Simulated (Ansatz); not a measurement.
A nudged elastic band was laid between two geometries of FGeH2N (5 atoms, charge 0, multiplicity 1).

Computed with RKS BLYP-D4/def2-SVP (Ansatz 0.2.0).

```json
{
  "movable images": "7",
  "climbing image": "yes",
  "spring": "5.0 eV/Å²",
  "optimiser": "quadratic models (default)",
  "start path": "IDPP",
  "force threshold": "0.03 eV/Å",
  "iteration limit": "60",
  "end points": "relaxed"
}
```

First end point:

```xyz
5
Properties=species:S:1:pos:R:3
N -0.487 0.354 -0.206
Ge 0.447 -0.312 1.241
F 1.626 -1.225 0.240
H -1.303 0.971 -0.139
H -0.233 0.138 -1.177
```

Last end point:

```xyz
5
Properties=species:S:1:pos:R:3
N -0.487 0.354 -0.206
Ge 0.445 -0.313 1.241
F 1.628 -1.221 0.240
H -0.230 0.140 -1.177
H -1.305 0.968 -0.140
```

Question: Which bonds break or form, and what moves?

Answer: No bond is made or broken. The dihedral H5–N1–Ge2–F3 goes from 0 to 180°. The two ends are copies of one structure, up to a mirror image or an exchange of like atoms.

Question: Give the energies along the band, and the barrier.

Answer: The forces met the threshold. The highest image is number 4 of 0 to 8, 15.1 kcal/mol above the ends, which have the same energy within 2 meV. A vibrational analysis at the climbing image gives one clearly imaginary mode, 459i cm⁻¹: a first-order saddle point.

```
image  path coordinate (Å)  energy (kcal/mol)  dihedral H5–N1–Ge2–F3 (°)
    0                 0.00                0.0                          0
    1                 0.36                2.2                          7
    2                 0.73                7.3                         19
    3                 1.09               12.7                         36
    4                 1.45               15.1                         59
    5                 1.81               12.7                         86
    6                 2.18                7.3                        115
    7                 2.54                2.2                        146
    8                 2.90                0.0                        180
```

Question: What is the geometry of the highest image?

Answer: 
```xyz
5
Properties=species:S:1:pos:R:3
N -0.810 0.221 -0.186
Ge 0.228 -0.570 1.193
F 1.872 -0.577 0.455
H -0.474 1.168 -0.434
H -0.765 -0.315 -1.070
```

Question: What are the harmonic wavenumbers there?

Answer: 459i, 225, 540, 604, 609, 622, 1476, 3322, 3403 cm⁻¹.

The run took 69 s on 1 thread of Arm Neoverse V2, on a shared host, peak memory 0.12 GiB.
